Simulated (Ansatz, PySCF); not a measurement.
sulfur hexafluoride (F₆S), SMILES FS(F)(F)(F)(F)F. Atoms are numbered in the order given.

```xyz
7

F      0.0000    -1.5806     0.0000
S      0.0000     0.0000     0.0000
F      1.5806     0.0000     0.0000
F      0.0000     0.0000     1.5806
F     -1.5806     0.0000     0.0000
F      0.0000     0.0000    -1.5806
F      0.0000     1.5806     0.0000
```
Charge 0, spin multiplicity 1.

Geometry optimised at PBE0-D3(BJ)/def2-SVP.

Two levels are set side by side: PBE-D3(BJ)/def2-SVP (Ansatz, a program for electronic structure) and PBE0-D3(BJ)/def2-SVP (Ansatz). Each level has its own optimised geometry; the coordinates shown are those of the second. Frequencies come from the Hessian of PySCF at each geometry. Differences are taken from unrounded values.

```csv
quantity,PBE0-D3(BJ)
mean bond length (Å),1.581
bond F1–S2 (Å),1.581
bond S2–F3 (Å),1.581
bond S2–F4 (Å),1.581
bond S2–F5 (Å),1.581
bond S2–F6 (Å),1.581
bond S2–F7 (Å),1.581
highest harmonic wavenumber (cm⁻¹),1045
mean harmonic wavenumber (cm⁻¹),646
zero-point energy (kcal/mol),13.85
```

What does PBE-D3(BJ) give, and how far is it from PBE0-D3(BJ)? (An estimate is asked for; the answer gives what the named calculation found.)


```tsv
quantity	PBE-D3(BJ)	PBE-D3(BJ) minus PBE0-D3(BJ)
mean bond length (Å)	1.609	0.028
bond F1–S2 (Å)	1.609	0.028
bond S2–F3 (Å)	1.609	0.028
bond S2–F4 (Å)	1.609	0.028
bond S2–F5 (Å)	1.609	0.028
bond S2–F6 (Å)	1.609	0.028
bond S2–F7 (Å)	1.609	0.028
highest harmonic wavenumber (cm⁻¹)	966	-79
mean harmonic wavenumber (cm⁻¹)	596	-50
zero-point energy (kcal/mol)	12.78	-1.07
```

GGA bonds tend to be longer and softer than those of functionals with exact exchange. Differences between two approximate levels are no errors against the true value.
